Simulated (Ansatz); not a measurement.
`[SiH3][AlH][S][SiH3]` and `[SiH3][S][AlH][SH]` differ in one atom or group.

Ansatz, PBE0-D4/def2-TZVP geometries, multiplicity 1. Each molecule was computed in one conformer, which needn't be the lowest.

```tsv
property	`[SiH3][AlH][S][SiH3]`
LUMO energy (B3LYP/def2-TZVPP) / eV	-2.08
ideal-gas entropy at 298 K and 1 bar (rigid rotor, harmonic PBE0-D4/def2-TZVP) / J/(mol·K)	390
HOMO–LUMO gap (ωB97M-V/def2-TZVPP) / eV	9.39
HOMO energy (ωB97M-V/def2-TZVPP) / eV	-9.67
HOMO–LUMO gap (PBE0/def2-TZVPP) / eV	5.76
HOMO–LUMO gap (PBE/def2-TZVPP) / eV	3.95
```

Problem. Give the same properties after the change, and the shifts. (Best estimate.)

Solution. Ansatz gave: 
```json
{"property": "LUMO energy (B3LYP/def2-TZVPP) / eV", "`[SiH3][S][AlH][SH]`": "-1.37", "shift": "0.71"}
{"property": "ideal-gas entropy at 298 K and 1 bar (rigid rotor, harmonic PBE0-D4/def2-TZVP) / J/(mol·K)", "`[SiH3][S][AlH][SH]`": "375", "shift": "-15"}
{"property": "HOMO–LUMO gap (ωB97M-V/def2-TZVPP) / eV", "`[SiH3][S][AlH][SH]`": "10.36", "shift": "0.97"}
{"property": "HOMO energy (ωB97M-V/def2-TZVPP) / eV", "`[SiH3][S][AlH][SH]`": "-9.90", "shift": "-0.23"}
{"property": "HOMO–LUMO gap (PBE0/def2-TZVPP) / eV", "`[SiH3][S][AlH][SH]`": "6.56", "shift": "0.80"}
{"property": "HOMO–LUMO gap (PBE/def2-TZVPP) / eV", "`[SiH3][S][AlH][SH]`": "4.64", "shift": "0.69"}
```

With PBE0 the HOMO falls by 0.08 eV and the LUMO rises by 0.72 eV, so the gap widens by about 0.80 eV. PBE moves the HOMO by 0.03 eV and ωB97M-V by -0.23 eV. The zero-point energy changes by -39.0 kJ/mol with -6 modes. Modes under 60 cm⁻¹, often nearly free rotors, make the harmonic entropy too high.

B3LYP here is the variant with VWN-RPA as its local correlation; programs differ in this.
